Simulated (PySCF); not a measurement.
**Ionisation energy of Kr by level of theory**

Kr [Kr] (1S) → Kr⁺ [Ar] 3d10 4s2 4p5 (2P), as a difference of total energies. Calculation: PySCF 2.14, in pcseg-2 (6s5p3d1f, 43 functions); the non-relativistic Hamiltonian (point nucleus). Correlated levels: valence: [Ar] 3d10 frozen. The calculations carry no spin-orbit coupling.

```tsv
method	ionisation energy (eV)
UHF	13.092
r2SCAN	14.190
LDA	14.365
SCS-MP2 (valence)	13.934
CCSD (valence)	13.896
```

Q: Estimate what CCSD(T) (valence) gives.

A: 13.932 eV, closest to SCS-MP2 (valence) among the rows shown.

Q: Estimate what MP2 (valence) gives.

A: 14.020 eV, closest to SCS-MP2 (valence) among the rows shown.

These non-relativistic numbers lack the scalar-relativistic shift.

Errors of the correlated levels include the incompleteness of this basis and the frozen core.

For comparison: 14.222 eV (measured; NIST levels, between the centres of gravity of the two terms).
